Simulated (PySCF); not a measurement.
Be(NMe2)(SiH3) (C₂H₉BeNSi), SMILES C[N](C)[Be][SiH3]. Atoms are numbered in the order given.

```xyz
14

Be    -0.2385     0.1344     0.1736
N      0.8579    -0.4762    -0.6728
C      2.2646    -0.1405    -0.5253
C      0.6125    -1.4584    -1.7160
H      2.8702    -1.0315    -0.2676
H      2.6813     0.2847    -1.4594
H      2.4058     0.6039     0.2745
H      0.9525    -1.0944    -2.7054
H      1.1432    -2.4091    -1.5121
H     -0.4630    -1.6846    -1.7932
Si    -1.8042     1.0025     1.4070
H     -2.8589     0.0068     1.7769
H     -2.5184     2.1423     0.7519
H     -1.2677     1.5356     2.6993
```

Geometry optimised at TPSSh-D3(BJ)/def2-SVP. The structure was generated by enumeration; whether it is a known compound was not checked. The values are those of a single conformer.

All values below come from TPSSh-D3(BJ)/def2-SVP run with PySCF.

Frequencies are harmonic and unscaled.

A small imaginary wavenumber (i) marks a very flat motion, where grid noise or a shallow saddle decides the sign.

```csv
mode,ν (cm⁻¹),IR (km/mol),Raman (Å⁴/amu),depolarisation,moving atoms (share of kinetic energy)
1,12i,0.0,0.0,–,H 93 %
2,74,1.3,0.1,0.75,"C 39 %, H 28 %, Be 14 %, N 9 %, Si 9 %"
3,120,0.3,0.7,0.75,"H 40 %, Be 36 %, N 14 %"
4,232,2.4,0.2,0.75,"H 79 %, Be 19 %"
5,237,0.0,0.3,0.75,H 97 %
6,274,0.1,7.7,0.21,"Si 42 %, C 34 %, H 23 %"
7,294,17.8,0.2,0.42,"Be 42 %, H 38 %, C 11 %, N 8 %"
8,327,26.2,0.6,0.66,"N 47 %, H 38 %, Be 11 %"
9,432,0.0,6.1,0.02,"H 30 %, C 27 %, N 22 %, Si 13 %"
10,513,0.2,1.4,0.68,"H 56 %, Be 33 %, Si 9 %"
11,517,0.5,1.0,0.34,"H 65 %, Be 23 %, Si 10 %"
12,891,216.4,17.0,0.75,H 88 %
13,902,34.5,1.0,0.75,"C 45 %, Be 23 %, H 19 %, N 10 %"
14,955,39.1,31.7,0.74,H 98 %
15,959,39.2,30.0,0.75,H 98 %
16,1083,4.7,2.0,0.75,"H 70 %, C 26 %"
17,1101,0.0,2.8,0.75,"H 81 %, C 19 %"
18,1128,86.5,12.5,0.56,"H 47 %, Be 32 %, C 19 %"
19,1165,2.3,0.2,0.75,"H 68 %, C 19 %, N 12 %"
20,1200,66.8,0.3,0.75,"N 55 %, C 32 %, H 13 %"
21,1388,155.0,56.9,0.33,"N 39 %, H 24 %, Be 21 %, C 15 %"
22,1438,4.5,19.8,0.75,"H 87 %, C 12 %"
23,1467,0.0,35.0,0.75,H 97 %
24,1468,9.9,11.2,0.74,"H 83 %, C 15 %"
25,1475,7.5,0.3,0.74,H 96 %
26,1497,13.2,2.8,0.75,H 96 %
27,1524,16.6,24.4,0.74,"H 88 %, N 9 %"
28,2206,104.8,168.2,0.42,H 97 %
29,2208,101.6,178.1,0.30,H 97 %
30,2212,101.5,198.2,0.20,H 97 %
31,2968,58.8,32.9,0.75,H 97 %
32,2972,136.9,361.2,0.02,H 97 %
33,3021,97.2,276.7,0.75,"H 91 %, C 9 %"
34,3030,0.0,25.5,0.75,"H 90 %, C 10 %"
35,3096,20.0,47.3,0.75,"H 91 %, C 9 %"
36,3096,36.2,76.7,0.70,"H 91 %, C 9 %"
```
